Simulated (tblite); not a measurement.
Record of a relaxation.

Compound: C5H7BrO2.
Atom-mapped SMILES: `[CH3:1][O:2]/[C:3]([CH3:4])=[CH:5]/[C:6](=[O:7])[Br:8]` (hydrogens: H9, H10, H11 on C1; H12, H13, H14 on C4; H15 on C5)

Computed with GFN2-xTB (tblite), gas phase: L-BFGS steps from a force-field or distance-geometry start until the largest atomic force falls under 0.01 eV/Å. 13 of its 112 geometries are shown.

Step 0: E = -719.9127 eV, largest atomic force 2.601 eV/Å
```
atom  x, y, z in Å  |  force x, y, z in eV/Å
C1     -2.186   -0.620    0.429   -0.480   0.068  -0.251
O2     -1.084   -0.980   -0.392    0.943   0.469   0.870
C3      0.042   -0.184   -0.152   -1.393   0.587  -0.969
C4     -0.145    1.298   -0.421   -0.139  -0.480   0.477
C5      1.182   -0.794    0.173    1.560  -0.072   0.312
C6      2.460   -0.114    0.445   -0.934   2.427  -0.007
O7      2.628    1.092    0.569   -0.362  -2.044  -0.289
Br8     4.013   -1.215    0.683   -0.002  -0.436  -0.021
H9     -2.945   -1.406    0.338    0.299   0.039  -0.134
H10    -1.912   -0.542    1.489    0.094   0.044  -0.205
H11    -2.642    0.320    0.083    0.101  -0.089   0.174
H12    -0.447    1.803    0.506    0.150  -0.055  -0.258
H13     0.756    1.761   -0.796    0.324  -0.060   0.192
H14    -0.915    1.454   -1.172   -0.161  -0.163   0.061
H15     1.193   -1.865    0.255    0.002  -0.235   0.050
```

Step 9: E = -720.1390 eV, largest atomic force 0.206 eV/Å
```
atom  x, y, z in Å  |  force x, y, z in eV/Å
C1     -2.194   -0.607    0.423   -0.018  -0.023   0.008
O2     -1.033   -1.000   -0.289    0.038   0.083   0.081
C3      0.035   -0.180   -0.161    0.054   0.045  -0.037
C4     -0.146    1.281   -0.409    0.000  -0.028   0.063
C5      1.214   -0.776    0.142   -0.045  -0.040   0.024
C6      2.413   -0.049    0.409   -0.096   0.070  -0.042
O7      2.591    1.121    0.539    0.181  -0.073  -0.065
Br8     3.947   -1.286    0.675    0.016   0.056   0.013
H9     -2.900   -1.420    0.281   -0.097   0.004   0.018
H10    -1.941   -0.516    1.486   -0.150   0.009  -0.005
H11    -2.634    0.332    0.076    0.075  -0.060  -0.088
H12    -0.431    1.799    0.506   -0.015  -0.001   0.039
H13     0.787    1.727   -0.750   -0.102  -0.060  -0.003
H14    -0.932    1.431   -1.151    0.082   0.011   0.035
H15     1.220   -1.849    0.260    0.076   0.007  -0.042
```

Step 18: E = -720.2101 eV, largest atomic force 0.242 eV/Å
```
atom  x, y, z in Å  |  force x, y, z in eV/Å
C1     -2.260   -0.611    0.403    0.055  -0.001   0.003
O2     -1.005   -1.062   -0.076    0.117   0.211   0.021
C3      0.030   -0.200   -0.077    0.127   0.144   0.008
C4     -0.160    1.266   -0.330   -0.010  -0.082   0.034
C5      1.262   -0.744    0.117    0.005  -0.097   0.016
C6      2.467   -0.011    0.322   -0.027  -0.081  -0.127
O7      2.721    1.150    0.357   -0.022  -0.135  -0.040
Br8     3.957   -1.312    0.698    0.008   0.155  -0.016
H9     -2.973   -1.412    0.217    0.040   0.013  -0.160
H10    -2.200   -0.465    1.485   -0.015   0.145  -0.006
H11    -2.583    0.311   -0.085   -0.064  -0.068   0.022
H12    -0.444    1.794    0.583    0.000  -0.061  -0.101
H13     0.781    1.688   -0.689   -0.170  -0.037   0.136
H14    -0.925    1.434   -1.091    0.017  -0.064   0.127
H15     1.329   -1.817    0.201   -0.064  -0.043   0.083
```

Step 28: E = -720.2795 eV, largest atomic force 0.192 eV/Å
```
atom  x, y, z in Å  |  force x, y, z in eV/Å
C1     -2.290   -0.578    0.366    0.098  -0.072  -0.054
O2     -0.976   -1.042    0.116    0.062   0.059   0.010
C3      0.065   -0.203    0.019   -0.066   0.140  -0.049
C4     -0.165    1.250   -0.232   -0.009   0.011  -0.006
C5      1.299   -0.773    0.113    0.003  -0.056   0.142
C6      2.517   -0.046    0.213   -0.068   0.168  -0.064
O7      2.767    1.117    0.123   -0.031  -0.092  -0.046
Br8     4.029   -1.258    0.687   -0.007  -0.040  -0.048
H9     -2.930   -1.415    0.097   -0.095   0.007   0.048
H10    -2.415   -0.349    1.430    0.034   0.014  -0.072
H11    -2.568    0.295   -0.226    0.045  -0.036  -0.021
H12    -0.495    1.765    0.674    0.043  -0.063  -0.051
H13     0.751    1.718   -0.589   -0.069  -0.032   0.126
H14    -0.938    1.371   -0.992    0.057   0.026   0.031
H15     1.345   -1.843    0.235    0.003  -0.036   0.054
```

Step 37: E = -720.3148 eV, largest atomic force 0.463 eV/Å
```
atom  x, y, z in Å  |  force x, y, z in eV/Å
C1     -2.296   -0.579    0.297    0.136   0.024  -0.059
O2     -0.961   -1.057    0.262   -0.113   0.175  -0.018
C3      0.069   -0.209    0.121   -0.145   0.140  -0.086
C4     -0.172    1.248   -0.115   -0.014  -0.009   0.052
C5      1.302   -0.772    0.217    0.116  -0.014  -0.030
C6      2.528   -0.059    0.102   -0.038   0.431  -0.166
O7      2.778    1.070   -0.207   -0.105  -0.373   0.141
Br8     4.053   -1.227    0.562    0.157  -0.109   0.015
H9     -2.930   -1.425    0.041    0.018  -0.100   0.098
H10    -2.551   -0.213    1.297    0.045  -0.016  -0.086
H11    -2.465    0.209   -0.437   -0.059   0.011   0.027
H12    -0.567    1.702    0.799   -0.026  -0.019  -0.124
H13     0.751    1.761   -0.384   -0.107  -0.167   0.069
H14    -0.899    1.393   -0.919    0.134   0.020   0.106
H15     1.356   -1.834    0.398    0.000   0.006   0.062
```

Step 46: E = -720.3351 eV, largest atomic force 0.098 eV/Å
```
atom  x, y, z in Å  |  force x, y, z in eV/Å
C1     -2.295   -0.579    0.278    0.010  -0.051  -0.020
O2     -0.965   -1.051    0.222   -0.016   0.010   0.054
C3      0.064   -0.203    0.117   -0.052   0.013  -0.016
C4     -0.177    1.251   -0.098    0.044  -0.002  -0.012
C5      1.300   -0.764    0.237    0.013  -0.024   0.004
C6      2.525   -0.060    0.089   -0.025   0.076   0.032
O7      2.774    1.064   -0.223    0.015  -0.030   0.013
Br8     4.071   -1.245    0.515    0.014  -0.028  -0.016
H9     -2.922   -1.448    0.092   -0.027  -0.050   0.005
H10    -2.526   -0.180    1.268    0.039   0.061   0.042
H11    -2.500    0.181   -0.476   -0.029   0.004  -0.046
H12    -0.611    1.695    0.801    0.013  -0.023  -0.050
H13     0.766    1.739   -0.320   -0.015   0.086   0.045
H14    -0.863    1.425   -0.927    0.030  -0.038   0.013
H15     1.354   -1.818    0.462   -0.014  -0.005  -0.046
```

Step 56: E = -720.3518 eV, largest atomic force 0.137 eV/Å
```
atom  x, y, z in Å  |  force x, y, z in eV/Å
C1     -2.298   -0.584    0.278    0.026  -0.045  -0.029
O2     -0.961   -1.040    0.206   -0.041   0.003   0.052
C3      0.068   -0.189    0.121   -0.031  -0.013  -0.031
C4     -0.174    1.267   -0.083    0.031   0.012  -0.037
C5      1.300   -0.759    0.227    0.045   0.009   0.032
C6      2.531   -0.059    0.100   -0.011   0.075  -0.002
O7      2.794    1.074   -0.160   -0.014  -0.130   0.042
Br8     4.063   -1.301    0.438    0.001   0.037  -0.016
H9     -2.914   -1.481    0.234    0.040  -0.017   0.071
H10    -2.480   -0.066    1.224   -0.012   0.039  -0.064
H11    -2.573    0.058   -0.562    0.092   0.077   0.017
H12    -0.711    1.685    0.771   -0.019  -0.029  -0.091
H13     0.767    1.796   -0.203   -0.003  -0.043   0.068
H14    -0.764    1.425   -0.986   -0.084   0.006   0.051
H15     1.348   -1.819    0.430   -0.020   0.020  -0.064
```

Step 65: E = -720.3650 eV, largest atomic force 0.040 eV/Å
```
atom  x, y, z in Å  |  force x, y, z in eV/Å
C1     -2.287   -0.581    0.275    0.008   0.002  -0.001
O2     -0.952   -1.039    0.275   -0.019  -0.005   0.016
C3      0.069   -0.185    0.142    0.002  -0.018   0.004
C4     -0.188    1.268   -0.060    0.018  -0.001   0.003
C5      1.303   -0.758    0.208    0.022   0.000   0.014
C6      2.537   -0.064    0.089   -0.019   0.006  -0.015
O7      2.808    1.073   -0.140   -0.035  -0.002   0.020
Br8     4.062   -1.324    0.380    0.015   0.013  -0.011
H9     -2.898   -1.481    0.327   -0.012   0.029   0.001
H10    -2.494    0.046    1.148    0.003   0.002  -0.031
H11    -2.527   -0.030   -0.638   -0.012   0.002   0.009
H12    -0.805    1.667    0.746    0.025  -0.027   0.002
H13     0.750    1.812   -0.096   -0.022  -0.007  -0.006
H14    -0.725    1.426   -0.997    0.019  -0.003  -0.004
H15     1.342   -1.823    0.375    0.007   0.009  -0.003
```

Step 74: E = -720.3677 eV, largest atomic force 0.035 eV/Å
```
atom  x, y, z in Å  |  force x, y, z in eV/Å
C1     -2.289   -0.573    0.267    0.015  -0.002   0.007
O2     -0.957   -1.042    0.298   -0.008  -0.009  -0.012
C3      0.070   -0.197    0.153   -0.008  -0.011   0.028
C4     -0.184    1.257   -0.047    0.000  -0.011  -0.007
C5      1.305   -0.768    0.213   -0.003   0.007   0.019
C6      2.530   -0.061    0.084   -0.018   0.014   0.001
O7      2.785    1.083   -0.131   -0.008  -0.003   0.004
Br8     4.072   -1.305    0.330    0.030  -0.005  -0.006
H9     -2.913   -1.460    0.363    0.010  -0.004  -0.010
H10    -2.495    0.102    1.101   -0.006   0.022   0.021
H11    -2.519   -0.067   -0.674    0.002   0.002  -0.019
H12    -0.826    1.641    0.746    0.020   0.011   0.009
H13     0.750    1.808   -0.054    0.005  -0.009   0.010
H14    -0.691    1.423   -0.997   -0.019  -0.008  -0.028
H15     1.357   -1.832    0.383   -0.012   0.006  -0.019
```

Step 83: E = -720.3685 eV, largest atomic force 0.013 eV/Å
```
atom  x, y, z in Å  |  force x, y, z in eV/Å
C1     -2.289   -0.569    0.269    0.004   0.005  -0.001
O2     -0.961   -1.046    0.296   -0.001   0.001  -0.004
C3      0.068   -0.202    0.154    0.005  -0.004   0.011
C4     -0.183    1.251   -0.052    0.001  -0.004   0.000
C5      1.304   -0.772    0.214    0.001   0.001   0.000
C6      2.526   -0.059    0.092   -0.003   0.003  -0.001
O7      2.773    1.089   -0.112    0.008   0.005   0.004
Br8     4.080   -1.292    0.327   -0.002  -0.005  -0.006
H9     -2.917   -1.454    0.359   -0.001   0.001  -0.002
H10    -2.491    0.102    1.108   -0.001  -0.001  -0.003
H11    -2.517   -0.056   -0.669   -0.001  -0.004  -0.002
H12    -0.811    1.646    0.746    0.000   0.002   0.000
H13     0.755    1.795   -0.071   -0.002   0.005  -0.006
H14    -0.700    1.411   -0.999   -0.007  -0.001   0.003
H15     1.357   -1.837    0.373   -0.002  -0.001   0.005
```

Step 92: E = -720.3689 eV, largest atomic force 0.020 eV/Å
```
atom  x, y, z in Å  |  force x, y, z in eV/Å
C1     -2.288   -0.568    0.264    0.008   0.001  -0.002
O2     -0.960   -1.047    0.296    0.002   0.005   0.010
C3      0.068   -0.202    0.161    0.006  -0.005   0.002
C4     -0.185    1.250   -0.049   -0.002  -0.007  -0.005
C5      1.305   -0.770    0.225   -0.001  -0.004  -0.008
C6      2.527   -0.057    0.097   -0.001  -0.001   0.007
O7      2.776    1.091   -0.098    0.001   0.000   0.004
Br8     4.080   -1.299    0.301   -0.003   0.002  -0.004
H9     -2.918   -1.449    0.362   -0.002  -0.013   0.002
H10    -2.489    0.113    1.095   -0.006   0.003   0.001
H11    -2.513   -0.065   -0.680   -0.004   0.002  -0.006
H12    -0.808    1.650    0.750    0.005  -0.002   0.011
H13     0.751    1.796   -0.078    0.002   0.006  -0.008
H14    -0.711    1.401   -0.992   -0.002   0.017  -0.010
H15     1.359   -1.835    0.382   -0.003  -0.002   0.005
```

Step 102: E = -720.3693 eV, largest atomic force 0.011 eV/Å
```
atom  x, y, z in Å  |  force x, y, z in eV/Å
C1     -2.288   -0.568    0.261    0.001   0.002  -0.002
O2     -0.960   -1.045    0.301    0.002   0.002  -0.002
C3      0.069   -0.201    0.162    0.003   0.002   0.002
C4     -0.186    1.250   -0.055   -0.001   0.000   0.001
C5      1.306   -0.769    0.231   -0.001  -0.001  -0.007
C6      2.529   -0.057    0.107    0.000   0.002   0.009
O7      2.779    1.095   -0.067    0.000   0.001  -0.005
Br8     4.080   -1.306    0.275   -0.004   0.003  -0.001
H9     -2.917   -1.451    0.361   -0.002  -0.002   0.003
H10    -2.493    0.116    1.089   -0.003  -0.003  -0.004
H11    -2.511   -0.070   -0.685   -0.002  -0.006   0.001
H12    -0.790    1.653    0.758    0.007   0.008   0.003
H13     0.750    1.795   -0.107    0.000  -0.004   0.001
H14    -0.734    1.400   -0.985    0.003   0.000   0.002
H15     1.359   -1.834    0.390   -0.006  -0.002   0.000
```

Step 111: E = -720.3694 eV, largest atomic force 0.007 eV/Å
```
atom  x, y, z in Å  |  force x, y, z in eV/Å
C1     -2.289   -0.571    0.257    0.003   0.005  -0.001
O2     -0.959   -1.043    0.308    0.003   0.001  -0.002
C3      0.069   -0.199    0.168    0.002  -0.001  -0.002
C4     -0.184    1.252   -0.051    0.000  -0.002   0.001
C5      1.305   -0.767    0.234   -0.001  -0.001   0.000
C6      2.529   -0.056    0.109   -0.002  -0.003   0.003
O7      2.780    1.096   -0.060   -0.002   0.005  -0.004
Br8     4.079   -1.309    0.258   -0.001  -0.002   0.002
H9     -2.915   -1.454    0.370   -0.003  -0.002   0.000
H10    -2.499    0.127    1.072    0.000   0.003   0.004
H11    -2.510   -0.089   -0.698    0.000  -0.004  -0.004
H12    -0.782    1.660    0.765   -0.003   0.001   0.001
H13     0.753    1.794   -0.108    0.002   0.001  -0.004
H14    -0.736    1.401   -0.979   -0.002   0.002   0.005
H15     1.356   -1.833    0.392    0.004  -0.001  -0.001
```

**Question.** Summarise the path.

**Answer.** The energy falls by 0.4568 eV from step 0 to step 111; nine tenths of that is first reached at step 39. It falls at every step. The largest force goes from 2.601 to 0.007 eV/Å. Among the bonds C6–Br8 changes most, from 1.918 to 1.998 Å; the atoms move by 0.523 Å rms after alignment.

**Question.** Follow the three bonds and two angles with the largest change from start to end.

**Answer.** 
| step | E above end (eV) | largest force (eV/Å) | C6–Br8 (Å) | O2–C3 (Å) | C5–C6 (Å) | C1–O2–C3 (°) | C5–C6–Br8 (°) |
| --- | --- | --- | --- | --- | --- | --- | --- |
| 0 | 0.4568 | 2.601 | 1.918 | 1.400 | 1.473 | 112.4 | 117.4 |
| 5 | 0.2592 | 0.293 | 2.014 | 1.356 | 1.430 | 116.0 | 113.0 |
| 10 | 0.2261 | 0.198 | 1.979 | 1.352 | 1.426 | 115.7 | 110.7 |
| 14 | 0.2029 | 0.303 | 1.991 | 1.345 | 1.423 | 117.2 | 108.9 |
| 19 | 0.1514 | 0.199 | 2.008 | 1.346 | 1.424 | 119.0 | 109.0 |
| 24 | 0.1116 | 0.257 | 2.007 | 1.338 | 1.423 | 121.8 | 110.2 |
| 29 | 0.0856 | 0.140 | 1.998 | 1.339 | 1.421 | 122.1 | 110.9 |
| 34 | 0.0656 | 0.168 | 2.005 | 1.337 | 1.421 | 122.0 | 109.4 |
| 39 | 0.0450 | 0.133 | 1.989 | 1.339 | 1.419 | 120.9 | 110.8 |
| 43 | 0.0377 | 0.075 | 2.003 | 1.337 | 1.421 | 120.7 | 110.4 |
| 48 | 0.0307 | 0.096 | 1.992 | 1.337 | 1.421 | 121.2 | 110.8 |
| 53 | 0.0245 | 0.104 | 2.001 | 1.339 | 1.422 | 122.0 | 109.9 |
| 58 | 0.0125 | 0.152 | 2.002 | 1.339 | 1.418 | 121.0 | 110.4 |
| 63 | 0.0052 | 0.050 | 1.998 | 1.338 | 1.420 | 121.0 | 110.0 |
| 68 | 0.0035 | 0.043 | 2.004 | 1.338 | 1.419 | 120.8 | 110.1 |
| 72 | 0.0023 | 0.036 | 1.997 | 1.338 | 1.420 | 120.8 | 110.1 |
| 77 | 0.0012 | 0.027 | 2.001 | 1.338 | 1.420 | 120.6 | 110.3 |
| 82 | 0.0009 | 0.015 | 1.998 | 1.338 | 1.420 | 120.6 | 110.4 |
| 87 | 0.0008 | 0.017 | 1.998 | 1.338 | 1.421 | 120.5 | 110.3 |
| 92 | 0.0006 | 0.020 | 1.999 | 1.338 | 1.421 | 120.4 | 110.3 |
| 97 | 0.0003 | 0.016 | 1.998 | 1.338 | 1.420 | 120.4 | 110.3 |
| 101 | 0.0002 | 0.011 | 1.999 | 1.338 | 1.420 | 120.5 | 110.3 |
| 106 | 0.0001 | 0.013 | 1.999 | 1.338 | 1.420 | 120.5 | 110.3 |
| 111 | 0.0000 | 0.007 | 1.998 | 1.338 | 1.421 | 120.6 | 110.4 |
